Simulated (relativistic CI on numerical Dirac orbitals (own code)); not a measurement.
Hyperfine structure of Au22+, mass number 197

Calculated at this level of theory: Dirac-Coulomb-Breit CI, orbitals from a KLI potential per configuration, QED by a radiative potential, unscaled Slater integrals (own radial code, finite nucleus).

Configurations in the expansion (outside the closed core [Ar] 3d10): 4s2 4p6 4d10 4f11, 4s2 4p6 4d10 4f10 5s, 4s2 4p6 4d10 4f9 5s2, 4s2 4p6 4d10 4f10 5p, 4s2 4p6 4d9 4f12, 4s2 4p6 4d10 4f10 5d, 4s2 4p6 4d8 4f13, 4s2 4p5 4d10 4f12, 4s2 4p6 4d10 4f10 6s, 4s2 4p4 4d10 4f13, 4p6 4d10 4f13, 4s 4p6 4d9 4f13, 4s 4p6 4d10 4f11 5s, 4s 4p6 4d10 4f11 6s. Levels of other configurations are missing.

Nuclear spin I = 3/2, μ = 0.1452 μN, Q = 0.547 b (tables of Stone and Pyykkö). The electronic factors are computed for point nuclear moments, without core polarisation or the Bohr-Weisskopf and QED corrections.

| Level | E (cm⁻¹) | A (MHz) | B (MHz) |
| --- | --- | --- | --- |
| 4s2 4p6 4d10 4f11 4I°_15/2 | 0.0 | 248.7 | -1330 |
| 4s2 4p6 4d10 4f11 4I°_13/2 | 27710.9 | 286.4 | -1080 |
| 4s2 4p6 4d10 4f11 2H°_11/2 | 29684.7 | 269.1 | -172 |
| 4s2 4p6 4d10 4f11 4I°_11/2 | 55063.5 | 288 | -652 |
| 4s2 4p6 4d10 4f11 4F°_7/2 | 58637.2 | 254.8 | 1310 |
| 4s2 4p6 4d10 4f11 4F°_5/2 | 58721.7 | 253.4 | -430 |
| 4s2 4p6 4d10 4f11 2K°_15/2 | 70184.2 | 292.7 | -3400 |

Levels with J = 0, under 50 % of one LS term, or S terms without an open s electron are left out. Small factors come from cancelling terms and can be off by tens of per cent or more.

At this charge transitions that keep the count of f electrons are usually good to a few per cent. Terms inside the open d or f shell come out 10 to 20 % too wide with unscaled integrals. Levels that differ in their count of f electrons can be misplaced by several ten thousand cm⁻¹, since the correlation energy of f electrons is missing or only estimated; rates across such gaps can be off by orders of magnitude.

Q: Give the hyperfine levels of 4s2 4p6 4d10 4f11 4I°_15/2 relative to its centre of gravity.

A: With K = F(F + 1) − I(I + 1) − J(J + 1), E = AK/2 + B[¾K(K + 1) − I(I + 1)J(J + 1)]/[2I(2I − 1)J(2J − 1)]: F = 6: -3654, F = 7: -1117, F = 8: 1024, F = 9: 2466 MHz.

LS names give the leading component of a level, which can be under half, so a name can repeat, a term be missing and a line seem to break the LS rules.
